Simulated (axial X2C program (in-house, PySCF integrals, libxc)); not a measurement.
# GaP along the bond: PBE0, two-component

Computed with an in-house all-electron X2C program for linear molecules (integrals from PySCF). Two-component (2c) means X2C with spin–orbit coupling and atomic mean-field two-electron Coulomb and Gaunt terms. Basis: Ga dyall-cv3z [9s9p7d4f1g], P dyall-v3z [8s7p2d1f] (cores contracted in-house); Gaussian nuclei, density fitting, unrestricted open shells. Masses: Ga 68.926 u, P 30.974 u.

State: Ω = 2 (⟨Sz⟩ = 1.00, ⟨Lz⟩ = 1.00 at PBE0). Dipoles are positive if P is the positive end.

Results along the bond:

```tsv
R (Å)	μ (D)	HOMO (eV)	LUMO (eV)
1.945	-1.612	-6.26	-4.19
2.035	-1.801	-6.07	-4.03
2.102	-1.947	-5.94	-3.91
2.169	-2.101	-5.81	-3.80
2.236	-2.264	-5.69	-3.70
2.314	-2.470	-5.54	-3.68
2.393	-2.691	-5.41	-3.67
2.493	-2.996	-5.24	-3.63
2.616	-3.383	-5.05	-3.57
2.795	-3.897	-4.78	-3.47
```

Density functionals use the spin component along the axis (collinear). The functionals have no current-density term, which raises determinants with orbital currents, atoms included. The state is one determinant with fixed occupations, lowest in a PBE0 search at one distance only: followed along the bond, the spin-free determinant M_S = 1, Λ = 0 reaches 0.18 eV lower at PBE0, at Re = 2.455 Å, so the state shown is not the lowest. With several unpaired electrons one determinant need not be a pure state. Open-shell Ω = 0 determinants with evenly filled partner blocks cannot be reached by this program, so the Ω shown need not be the lowest component.
